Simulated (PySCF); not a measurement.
PySCF input for C2H3BClFO2, SMILES CC(=O)OB(F)Cl, TPSSh-D3(BJ)/def2-SVP. 

```python
import numpy as np
from pyscf import gto, scf, dft
import os
os.environ['JAX_PLATFORMS'] = 'cpu'
from ase import Atoms, units
from ase.calculators.calculator import Calculator, all_changes
from sella import Sella

mol = gto.M(
    atom='''
    B     0.72798169    0.43207624    0.61628487
    Cl    0.18083285   -0.59450269    1.87301293
    F     1.72511740    1.26720966    0.86983565
    O     0.29412487    0.44464198   -0.65887055
    C    -0.81098735   -0.14831469   -1.22608037
    C    -0.65712645   -0.22628367   -2.71080289
    O    -1.74537007   -0.50562899   -0.58120032
    H    -1.55670473   -0.64284803   -3.15284442
    H     0.20163934   -0.84950101   -2.95129314
    H    -0.46641343    0.76911304   -3.10516075
    ''',
    basis='def2-SVP',
    charge=0,
    spin=0,
    max_memory=1600,
    verbose=3,
)
mf = dft.RKS(mol, xc='tpssh').density_fit(auxbasis='def2-universal-jkfit')
mf.disp = 'd3bj'
mf.grids.level = 4
mf.conv_tol = 1e-9
mf.max_cycle = 100
mf.kernel()
grad = mf.nuc_grad_method()
grad.grid_response = mol.nao <= 150
scan = grad.as_scanner()
scan.verbose = scan.base.verbose = 0
class SCF(Calculator):
    implemented_properties = ['energy', 'forces']
    def calculate(self, atoms=None, properties=None, system_changes=all_changes):
        super().calculate(atoms, properties, system_changes)
        e, g = scan(mol.set_geom_(self.atoms.positions, unit='Angstrom', inplace=False))
        assert scan.converged
        self.results = {'energy': float(e) * units.Hartree, 'forces': -np.asarray(g) * units.Hartree / units.Bohr}
atoms = Atoms(mol.elements, mol.atom_coords(unit='Angstrom'), calculator=SCF())
conv = Sella(atoms, order=0, internal=True, allow_fragments=True).run(fmax=0.002, steps=150)
mol_eq = mol.set_geom_(atoms.positions, unit='Angstrom', inplace=False)
print(mol_eq.tostring(format='xyz'))
mf.reset(mol_eq)
mf.verbose = 3
mf.kernel()
```

It prints:

```
converged SCF energy = -813.143266043971
     Step          Energy         fmax         cmax       rtrust          rho
Sella   0   -22126.755305       1.0619       0.0000       0.1000       1.0000
Sella   1   -22126.783587       1.0619       0.0000       0.1000       0.7597
Sella   2   -22126.793030       0.8350       0.0000       0.1000       0.2709
Sella   3   -22126.806937       0.6207       0.0000       0.1000       1.2229
Sella   4   -22126.809914       0.2617       0.0000       0.1000       0.8779
Sella   5   -22126.812173       0.2427       0.0000       0.1000       0.5083
Sella   6   -22126.814110       0.2280       0.0000       0.1000       1.1947
Sella   7   -22126.814386       0.0674       0.0000       0.1000       1.2114
Sella   8   -22126.814423       0.0279       0.0000       0.1000       1.2299
Sella   9   -22126.814432       0.0155       0.0000       0.1000       1.4252
Sella  10   -22126.814440       0.0073       0.0000       0.1000       1.4120
Sella  11   -22126.814446       0.0057       0.0000       0.1000       1.3972
Sella  12   -22126.814449       0.0092       0.0000       0.1000       1.3246
Sella  13   -22126.814450       0.0084       0.0000       0.1000       1.3270
Sella  14   -22126.814451       0.0036       0.0000       0.1000       1.3857
10
XYZ from PySCF
B           0.74554862        0.45282250        0.60355197
Cl          0.38035134       -0.90005377        1.66000330
F           1.56772265        1.39694515        1.02740789
O           0.29048075        0.55976686       -0.67850386
C          -0.84005599       -0.03483368       -1.22279534
C          -0.65486568       -0.27414767       -2.69264408
O          -1.81460389       -0.26516203       -0.56731593
H          -1.57813511       -0.68050425       -3.11997883
H           0.17815197       -0.97749880       -2.84709862
H          -0.38150055        0.66862754       -3.18974550
converged SCF energy = -813.145439600985
```

The calculation finished and met its thresholds.

Cost: very roughly 11 core-minutes.
